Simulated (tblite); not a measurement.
A geometry optimisation, step by step.

C4H12N2O2Si.
SMILES with atom numbers: `[CH2:1]=[CH:2][CH2:3][O:4][Si@@:5]([NH2:6])([OH:7])[NH:8][CH3:9]` (hydrogens: H10, H11 on C1; H12 on C2; H13, H14 on C3; H15, H16 on N6; H17 on O7; H18 on N8; H19, H20, H21 on C9)

Computed with GFN2-xTB (tblite), gas phase: L-BFGS steps from a force-field or distance-geometry start until the largest atomic force falls under 0.01 eV/Å. 4 of its 153 geometries are shown.

Step 0: E = -828.0140 eV, largest atomic force 2.356 eV/Å
```
atom  x, y, z in Å  |  force x, y, z in eV/Å
C1     -3.804   -0.904    0.014   -0.035  -0.255  -0.326
C2     -2.696   -1.112   -0.704   -0.773   0.417   1.087
C3     -1.476   -0.293   -0.344   -0.721   0.158  -1.063
O4     -0.417   -1.095    0.043    1.806   0.609   0.873
Si5     0.969   -0.191    0.461    0.538  -0.757  -0.125
N6      0.552    1.447    1.030   -0.149  -1.075  -0.473
O7      1.871   -1.071    1.618   -2.077  -0.631  -0.916
N8      2.025    0.068   -0.990    0.172  -1.541   1.774
C9      3.007    1.073   -0.594    0.694   0.903   0.386
H10    -3.854   -0.156    0.818    0.086  -0.492  -0.530
H11    -4.732   -1.454   -0.170    0.453   0.267   0.051
H12    -2.669   -1.869   -1.489    0.253   0.414   0.326
H13    -1.160    0.294   -1.234   -0.242  -0.071   0.238
H14    -1.743    0.418    0.463   -0.010  -0.269  -0.344
H15     0.566    2.106    0.230   -0.469  -0.483   1.121
H16    -0.290    1.481    1.636    0.900   0.321  -0.898
H17     1.453   -1.956    1.819    0.753   1.539  -0.225
H18     2.600   -0.813   -1.162   -1.328   1.332  -0.072
H19     3.175    1.768   -1.438    0.131  -0.330   0.255
H20     3.963    0.593   -0.291   -0.488   0.495  -0.220
H21     2.653    1.683    0.282    0.504  -0.552  -0.918
```

Step 51: E = -829.1130 eV, largest atomic force 0.059 eV/Å
```
atom  x, y, z in Å  |  force x, y, z in eV/Å
C1     -3.819   -1.097   -0.056    0.003   0.026   0.001
C2     -2.645   -1.215   -0.648   -0.008  -0.004  -0.003
C3     -1.554   -0.190   -0.584   -0.012  -0.005   0.009
O4     -0.447   -0.779    0.042   -0.010  -0.038   0.011
Si5     0.933   -0.056    0.543    0.004  -0.026   0.001
N6      0.750    1.429    1.406    0.007  -0.009  -0.024
O7      1.593   -1.168    1.532    0.033  -0.003   0.008
N8      1.907    0.331   -0.820   -0.016   0.022   0.000
C9      3.182    1.007   -0.702    0.000  -0.022  -0.023
H10    -4.088   -0.203    0.482   -0.006  -0.002   0.022
H11    -4.562   -1.876   -0.088    0.016   0.020  -0.051
H12    -2.375   -2.116   -1.181   -0.009  -0.023   0.012
H13    -1.278    0.142   -1.594    0.011  -0.031   0.004
H14    -1.881    0.690   -0.016   -0.011   0.005   0.006
H15     0.503    2.258    0.894   -0.014   0.016   0.014
H16     0.287    1.411    2.298    0.003   0.040   0.021
H17     1.020   -1.740    2.036   -0.010   0.000  -0.002
H18     1.940   -0.385   -1.532    0.015   0.037  -0.018
H19     3.455    1.447   -1.664   -0.015   0.031   0.005
H20     3.986    0.333   -0.389   -0.005   0.011   0.036
H21     3.082    1.795    0.041    0.024  -0.045  -0.029
```

Step 101: E = -829.1314 eV, largest atomic force 0.030 eV/Å
```
atom  x, y, z in Å  |  force x, y, z in eV/Å
C1     -3.855   -1.044   -0.198    0.003  -0.008   0.020
C2     -2.619   -1.263   -0.604    0.008   0.000  -0.007
C3     -1.511   -0.258   -0.529    0.002  -0.003   0.001
O4     -0.432   -0.811    0.175    0.004  -0.003   0.013
Si5     0.938   -0.022    0.610    0.003   0.004   0.011
N6      0.742    1.469    1.454    0.002   0.006   0.016
O7      1.682   -1.065    1.616   -0.005  -0.013  -0.015
N8      1.822    0.396   -0.807    0.000  -0.011  -0.005
C9      3.148    0.970   -0.746   -0.004   0.002  -0.004
H10    -4.153   -0.096    0.218   -0.009   0.001  -0.016
H11    -4.620   -1.799   -0.267    0.003   0.012  -0.009
H12    -2.324   -2.223   -1.004   -0.002   0.006   0.008
H13    -1.185    0.011   -1.543    0.000  -0.002   0.000
H14    -1.852    0.658   -0.030   -0.015  -0.010   0.000
H15     0.316    2.252    0.991    0.003   0.021  -0.007
H16     0.526    1.469    2.436    0.012  -0.016  -0.022
H17     1.166   -1.775    1.988   -0.008  -0.008   0.010
H18     1.736   -0.240   -1.588    0.007   0.014   0.010
H19     3.370    1.498   -1.675   -0.013   0.007  -0.009
H20     3.922    0.216   -0.577    0.010   0.000   0.009
H21     3.173    1.674    0.081    0.001   0.001  -0.002
```

Step 152: E = -829.1392 eV, largest atomic force 0.009 eV/Å
```
atom  x, y, z in Å  |  force x, y, z in eV/Å
C1     -3.884   -1.002   -0.402   -0.006  -0.004   0.000
C2     -2.601   -1.279   -0.535    0.002   0.002  -0.004
C3     -1.498   -0.273   -0.433   -0.002   0.002   0.002
O4     -0.451   -0.802    0.333    0.007   0.001  -0.003
Si5     0.966   -0.054    0.681    0.009   0.002   0.002
N6      0.878    1.442    1.536    0.000  -0.001   0.002
O7      1.728   -1.134    1.633    0.004   0.005   0.002
N8      1.762    0.355   -0.788    0.001   0.000   0.000
C9      3.049    1.016   -0.827   -0.002   0.001  -0.003
H10    -4.230   -0.001   -0.207    0.001  -0.002   0.002
H11    -4.642   -1.761   -0.493   -0.005   0.002  -0.006
H12    -2.263   -2.289   -0.721   -0.002  -0.001  -0.003
H13    -1.127   -0.029   -1.439   -0.005  -0.006  -0.003
H14    -1.863    0.657    0.021   -0.006   0.003   0.003
H15     0.458    2.242    1.098   -0.001   0.004   0.004
H16     0.704    1.441    2.526    0.003  -0.003   0.003
H17     1.203   -1.806    2.060    0.000   0.002  -0.002
H18     1.667   -0.300   -1.550    0.001  -0.006   0.005
H19     3.160    1.556   -1.770   -0.001  -0.003  -0.006
H20     3.883    0.316   -0.721    0.000   0.002   0.002
H21     3.090    1.723   -0.004    0.004  -0.001   0.002
```

Problem. Summarise the path.

Solution. The energy falls by 25.95 kcal/mol from step 0 to step 152; nine tenths of that is first reached at step 25. It falls at every step. The largest force goes from 2.356 to 0.009 eV/Å. Among the bonds Si5–N8 changes most, from 1.813 to 1.721 Å; the atoms move by 0.640 Å rms after alignment.

The cost below is that of the whole relaxation. The run took 2.3 s wall on one thread, Arm Neoverse N1 (aarch64), no GPU, shared host.
